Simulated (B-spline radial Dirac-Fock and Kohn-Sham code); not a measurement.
Isotope-shift constants of the inner levels of Yb

System: atomic ytterbium, 1s2 2s2 2p6 3s2 3p6 3d10 4s2 4p6 4d10 4f14 5s2 5p6 6s2.

The run's input, task.json:

```json
{"items": [{
  "Z": 70,
  "q": 0,
  "cfg": [[1, 0, 2], [2, 0, 2], [2, 1, 6], [3, 0, 2], [3, 1, 6], [3, 2, 10], [4, 0, 2], [4, 1, 6], [4, 2, 10], [4, 3, 14], [5, 0, 2], [5, 1, 6], [6, 0, 2]],
  "A": 174,
  "rrms": 5.3108,
  "do": "isoshift",
  "isotopes": [[152, 151.950326699, 5.0423], [154, 153.946395696, 5.0875], [155, 154.945783216, 5.104], [156, 155.942817096, 5.1219], [157, 156.942651368, 5.1324], [158, 157.939871202, 5.1498], [159, 158.940060257, 5.1629], [160, 159.93755921, 5.1781], [161, 160.937912384, 5.1889], [162, 161.935779342, 5.2054], [163, 162.936345406, 5.2157], [164, 163.934500743, 5.2307], [165, 164.935270241, 5.2399], [166, 165.933876439, 5.2525], [167, 166.934954069, 5.2621], [168, 167.933891297, 5.2702], [169, 168.935184208, 5.2771], [170, 169.934767242, 5.2853], [171, 170.936331515, 5.2906], [172, 171.936386654, 5.2995], [173, 172.938216211, 5.3046], [174, 173.938867545, 5.3108], [175, 174.941281907, 5.3135], [176, 175.942574706, 5.3215], [177, 176.945263846, 5.3239]]
}]}
```

Command: `python xray2_run.py task.json out`

The computed values come from a B-spline atomic structure program: first-order field-shift and mass-shift constants from Dirac-Fock ground and hole states with a Fermi nucleus; the mass shift has no relativistic recoil terms. A binding energy shifts by δE = F·δ⟨r²⟩ + (K_N + K_S)·δ(1/M); F is taken for a change of radius at fixed skin thickness and so holds the higher radial moments.

```tsv
level	F (meV/fm²)
K (1s)	-566.7
L1 (2s)	-77.57
L2 (2p1/2)	-0.1786
L3 (2p3/2)	3.395
M1 (3s)	-17.15
M2 (3p1/2)	0.001193
M3 (3p3/2)	0.9124
M4 (3d3/2)	0.8438
M5 (3d5/2)	0.8071
```

The mass shift is not given and not included below: at this Z its relativistic corrections are large. It matters little for K lines but can be comparable with the field shift of L lines.

Field shifts alone in meV from A = 174 (mass 173.9389 u, rms radius 5.3108 fm); radii from Angeli and Marinova (2013).

| A | mass (u) | radius (fm) | Kα1 | Kα2 | Kβ1 | Lα1 |
| --- | --- | --- | --- | --- | --- | --- |
| 152 | 151.9503 | 5.0423 | +1584.6 | +1574.7 | +1577.7 | -7.2 |
| 154 | 153.9464 | 5.0875 | +1323.6 | +1315.3 | +1317.9 | -6.0 |
| 155 | 154.9458 | 5.104 | +1227.8 | +1220.1 | +1222.4 | -5.6 |
| 157 | 156.9427 | 5.1324 | +1062.0 | +1055.4 | +1057.4 | -4.8 |
| 158 | 157.9399 | 5.1498 | ? | ? | ? | ? |
| 160 | 159.9376 | 5.1781 | +793.4 | +788.5 | +790.0 | -3.6 |
| 164 | 163.9345 | 5.2307 | +481.3 | +478.3 | +479.2 | -2.2 |
| 169 | 168.9352 | 5.2771 | +203.4 | +202.1 | +202.5 | -0.9 |
| 172 | 171.9364 | 5.2995 | +68.3 | +67.9 | +68.0 | -0.3 |
| 173 | 172.9382 | 5.3046 | +37.5 | +37.3 | +37.4 | -0.2 |

Q: What are the shifts for A = 158?

A: Kα1 +960.1 meV; Kα2 +954.0 meV; Kβ1 +955.9 meV; Lα1 -4.4 meV.
